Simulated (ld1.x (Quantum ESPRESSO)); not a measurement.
# sulfur (S): one change to a TM semilocal potential, before and after

| Item | Value |
| --- | --- |
| Element | sulfur (S) |
| Generator | ld1.x (Quantum ESPRESSO) 7.5 |
| Type | norm-conserving Troullier–Martins (semilocal form) |
| Functional | BLYP |
| Relativity | scalar-relativistic |
| Frozen core | [Ne] |
| Valence charge | 6 |
| Reference configuration | 3s2 3p4 |
| Partial waves | 3s (bound): rc 1.10 bohr; 3d channel at 0.25 Ry: rc 1.60 bohr; 3p (bound): rc 1.60 bohr |
| Local potential | the p channel |
| Core correction | Bessel-smoothed model core inside 1.10 bohr |

All-electron outer shells of the reference configuration (BLYP, scalar-relativistic, ld1.x):

```csv
shell,level (eV),outermost node (bohr),outermost maximum (bohr)
2s,-211.57,0.13,0.39
2p,-156.57,–,0.33
3s,-17.11,0.60,1.40
3p,-6.87,0.58,1.59
```

Change: all radii but the core radius scaled by about 1.39 (s 1.54, p 2.22, d 2.22 bohr).

Cutoffs: the cutoffs (Ry, on a coarse ladder) from which the occupation-weighted sum of valence levels, in a spherical-Bessel basis at the reference potential, stays within 10 and 1 mRy of its value at 400 Ry; they do not see the model core or the augmentation charge, which bear on the density cutoff. Errors are all-electron minus pseudo energies relative to the spin-unpolarised reference configuration.

Q: How do hardness, ghosts and transferability respond?

A: The potential gets softer (60 Ry and 140 Ry → 40 Ry and 55 Ry); of the 7 tests that both files solve, the error grows in 1 and shrinks in 3 by more than 15 % and 0.3 meV (median size 3.0 → 10.8 meV); neither file shows a bound ghost. A larger radius leaves more room for a smooth pseudo-wave, so fewer plane waves are needed. A semilocal file is local in each channel, so a ghost entry of none says nothing of the separable form that plane-wave codes build from it.

| quantity | base | changed |
| --- | --- | --- |
| cutoff, loose | 60 Ry | 40 Ry |
| cutoff, tight | 140 Ry | 55 Ry |
| loose cutoff by channel (10 mRy a level) | s 50 Ry, p 10 Ry | s 21 Ry, p 10 Ry |
| bound ghosts | none | none |
| error for 3s2 3p3, meV [ΔE 11.62 eV] | +3.0 | +3.2 |
| error for 3s2 3p2, meV [ΔE 33.76 eV] | +25 | +20 |
| error for 3s2 3p1, meV [ΔE 67.68 eV] | +91 | +58 |
| error for 3s2 3p4.3, meV [ΔE -1.67 eV] | +0.3 | +0.3 |
| error for 3s2 3p3.5, meV [ΔE 4.59 eV] | +0.3 | +0.4 |
| error for 3s2 3p0, meV [ΔE 114.44 eV] | +242 | +120 |
| error for 3s1 3p4, meV [ΔE 22.49 eV] | +2.9 | +11 |
